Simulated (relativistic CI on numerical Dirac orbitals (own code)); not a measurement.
# Slater and spin-orbit integrals, Hg VI

Computed by Dirac-Coulomb-Breit CI, orbitals from a KLI potential per configuration, model QED, valence Slater integrals scaled by 0.85, P86 correlation energy added to each configuration (own radial code, finite nucleus).

Slater integrals F^k, G^k are unscaled and averaged over j, outside the closed core [Kr] 4d10 4f14; ζ comes from projecting the Hamiltonian with its Breit term on Σ l·s of the shell.

- 5s2 5p6 5d7: F^2(5d,5d) = 80838, F^4(5d,5d) = 54366, ζ(5d) = 6934.7 cm⁻¹; <r>(5d) = 1.299, <r^2>(5d) = 1.924 (bohr units).
- 5s2 5p6 5d6 6s: F^2(5d,5d) = 81716, F^4(5d,5d) = 55011, ζ(5d) = 7229.7, G^2(5d,6s) = 24831 cm⁻¹; <r>(5d) = 1.286, <r^2>(5d) = 1.884, <r>(6s) = 2.003, <r^2>(6s) = 4.461 (bohr units).
- 5s2 5p6 5d6 5f: F^2(5d,5d) = 82121, F^4(5d,5d) = 55321, ζ(5d) = 7309.3, F^2(5d,5f) = 40441, F^4(5d,5f) = 23686, G^1(5d,5f) = 40599, G^3(5d,5f) = 24679, G^5(5d,5f) = 17412, ζ(5f) = -16.714 cm⁻¹; <r>(5d) = 1.28, <r^2>(5d) = 1.867, <r>(5f) = 2.404, <r^2>(5f) = 6.669 (bohr units).

Q: Give the Racah parameters of the d shell in 5s2 5p6 5d7.

A: B = F²/49 − 5F⁴/441 = 1033 cm⁻¹ and C = 35F⁴/441 = 4315 cm⁻¹.

In this model ζ of a weakly bound d, f or g electron outside closed shells comes out too small, for d by up to a factor of two or three and at times with the wrong sign; that of an outer p electron is too small as well.

Averages of the first 10 configurations, taken without configuration mixing, which lowers the lowest level and can move excited configurations by several eV; other configurations of the list can lie among them:

```tsv
Configuration	Parity	States	Average energy above the lowest level (eV)
5s2 5p6 5d7	even	120	4.3
5s2 5p6 5d6 6s	even	420	21.4
5s2 5p6 5d6 5f	odd	2940	50.7
5s2 5p6 5d6 6p	odd	1260	34.2
5s2 5p6 5d5 6s2	even	252	40.8
5s2 5p6 5d6 5g	even	3780	65.6
5s2 5p5 5d8	odd	270	71.6
5s2 5p6 5d6 6d	even	2100	49.5
5s2 5p6 5d6 7s	even	420	51.7
5s2 5p6 5d5 6s 6p	odd	3024	52.8
```
